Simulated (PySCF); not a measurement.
# CH5B2Br: core ionisation energies

Compound: CH5B2Br.
Structure used (PBE0-D3(BJ)/def2-SVP), in Å, numbered top down from 1:
```
atom  x, y, z in Å
B1    -1.0967    0.7031    0.4366
C2    -0.0555   -0.4112    0.1111
B3     1.2422   -0.0725    0.8908
Br4    2.8404    0.4500   -0.0160
H5    -1.5643    1.3973   -0.4355
H6    -1.4395    0.8936    1.5812
H7     0.0895   -0.6092   -0.9578
H8    -0.4488   -1.2994    0.6499
H9     1.3038   -0.0922    2.0939
```

Theory: delta-SCF UKS SCAN, pcX-2 on the ionised atom, pcseg-1 elsewhere, spin-free X2C (PySCF). Vertical ΔSCF values, vacuum level as zero.

What binding energy does each computed site have?

```
atom(s)    bonded to  level  binding energy (eV)  count
     B3  Br, C and H   B 1s               197.12      1
     C2  2 H and 2 B   C 1s               290.38      1
```

Which effective nuclear charge Zeff reproduces each element's mean 1s value in the hydrogen-like formula E = 13.606 eV × Zeff²?

B (Z = 5): mean 197.1 eV, Zeff = 3.81, Z − Zeff = 1.19; C (Z = 6): mean 290.4 eV, Zeff = 4.62, Z − Zeff = 1.38. Means run over the listed sites, weighted by atom count.

The list is incomplete; no value stands for B 1s of B1 (hole states with ⟨S²⟩ of 1 or more are left out). The unrestricted hole states depart most from a pure doublet (⟨S²⟩ = 0.75; over 0.85 named) for B 1s of B3 (0.85), which makes this value less certain. No level of bromine is listed. Geometry: PBE0-D3(BJ)/def2-SVP, one conformer, isolated molecule.
